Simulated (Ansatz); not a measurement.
Born–Oppenheimer molecular dynamics of BF2H3S (7 atoms, charge 0, multiplicity 1). It starts at the highest image of a converged band, a first-order saddle point between two minima.

Theory: RKS B3LYP-D4/def2-SVP in Ansatz 0.2.0.

```yaml
ensemble: NVE (velocity Verlet)
time_step: 0.5 fs
steps_asked: 200
starting_velocities_drawn_for: 100 K
seed: 10454
```

First frame:

```xyz
7
Properties=species:S:1:pos:R:3
B 0.013 -0.260 0.056
H -0.226 0.057 1.353
F 1.115 0.390 -0.340
F -1.134 -0.126 -0.626
S 0.473 -2.265 0.364
H -0.820 -2.659 0.283
H 0.041 -0.974 1.323
```

Task: How far do the bonds stretch over the last three quarters of this one trajectory? (Pairs bonded in most of those frames.)

Result: 
```
 bond  mean (Å)  spread (Å)  shortest  longest
B1–H2     1.207       0.015      1.18     1.25
B1–F3     1.327       0.021      1.29     1.36
B1–F4     1.333       0.022      1.29     1.37
S5–H6     1.352       0.002      1.35     1.36
S5–H7     1.382       0.039      1.32     1.45
```

Mean temperature of the second half: 1767 K. The conserved energy stayed within 0.11 meV per atom of its start (net change 0.03 meV per atom), so the integration is sound. The kinetic energy rose, since the run started high on the potential surface and went downhill. It ends in pieces (BF2H + H2S), so much of that is their flight and rotation, not heat. A run of 0.1 ps of so small a system gives no equilibrium averages. The orbitals stay closed-shell, which can raise the energy where a bond breaks towards radicals; this wasn't checked here.

The run took 7.8 min on 1 thread of Arm Neoverse V1 (shared host), peak memory 0.14 GiB.
